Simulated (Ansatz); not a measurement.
C$_{2}$H$_{6}$Mg, charge -1, doublet, geometry from GFN2-xTB (such geometries of metal compounds can be far from the true shape) (a state made from the parent by changing its charge; the spin is typed, not shown lowest) (a gas-phase anion, which may not be bound at this level), atoms displaced at random by about 0.03 Å a coordinate; PBE0/STO-3G, gradient (Ansatz, a quantum-chemistry and plane-wave program).

Here is a job for Ansatz.
Ansatz 0.2 input:
```yaml
crystal:
  periodic: [false, false, false]
  atoms:
    - {symbol: Mg, position_ang: [-0.02624716, -0.01996987, 0.01261799]}
    - {symbol: C, position_ang: [1.76691921, 0.29143302, -1.40177640]}
    - {symbol: H, position_ang: [2.51279250, -0.44392432, -1.41845357]}
    - {symbol: H, position_ang: [2.31559975, 1.21510143, -1.26505043]}
    - {symbol: H, position_ang: [1.48091189, 0.26097264, -2.50816753]}
    - {symbol: C, position_ang: [-1.73659592, -0.26668722, 1.42593280]}
    - {symbol: H, position_ang: [-2.38250306, -1.15206345, 1.25899857]}
    - {symbol: H, position_ang: [-2.51843567, 0.55313251, 1.38319784]}
    - {symbol: H, position_ang: [-1.47680892, -0.28013473, 2.52700594]}
basis:
  gaussian:
    orbitals: STO-3G
hamiltonian:
  xc: pbe0
total_charge: -1
magnetization: {spin_polarized: true, initial_magnetization: 1}
output: {forces: true}
```

The log (banner, timings and long lists left out):

```
Functional definition: PBE0
296 factors; integrals over basis functions are off by at most 2.3e-4 eV
mean field evaluation 1: about -7507.6733 eV, gradient 7.0e0 eV
mean field evaluation 2: about -7507.8672 eV, gradient 4.2e0 eV
mean field evaluation 4: about -7507.9619 eV, gradient 6.8e-1 eV
mean field evaluation 8: about -7508.1124 eV, gradient 2.7e-2 eV
mean field evaluation 16: about -7508.1125 eV, gradient 7.6e-5 eV
mean field -7508.11245010 eV, -275.9180433599 hartree, gradient 7.6e-5 eV, S^2 0.750952; 0 other end points of the search recorded, 0 dependent functions left out
the calculation of the forces begins
reference -7508.11246662 eV, -275.9180439670 hartree; 16, 15 occupied and 9, 10 virtual orbitals, 296 factors
Total energy: -7508.11246662 eV, -275.9180439670 hartree
Atom 0 at    -0.026247    -0.019970     0.012618 Å, force     0.188097    -0.104766    -0.346914 eV/Å
Atom 1 at     1.766919     0.291433    -1.401776 Å, force    -2.170430     0.513840    -1.663440 eV/Å
Atom 2 at     2.512793    -0.443924    -1.418454 Å, force     1.976443    -1.932186     0.558056 eV/Å
Atom 3 at     2.315600     1.215101    -1.265050 Å, force     0.414861     0.913335    -0.120400 eV/Å
Atom 4 at     1.480912     0.260973    -2.508168 Å, force     0.006005     0.613162     1.123201 eV/Å
Atom 5 at    -1.736596    -0.266687     1.425933 Å, force    -1.109502     0.910601     0.934649 eV/Å
Atom 6 at    -2.382503    -1.152063     1.258999 Å, force     0.248987    -0.318618     0.242479 eV/Å
Atom 7 at    -2.518436     0.553133     1.383198 Å, force     0.703284    -0.313734    -0.022820 eV/Å
Atom 8 at    -1.476809    -0.280135     2.527006 Å, force    -0.257746    -0.281634    -0.704810 eV/Å
Dipole moment:    -0.036047    -0.014228     0.047379 e Å
```
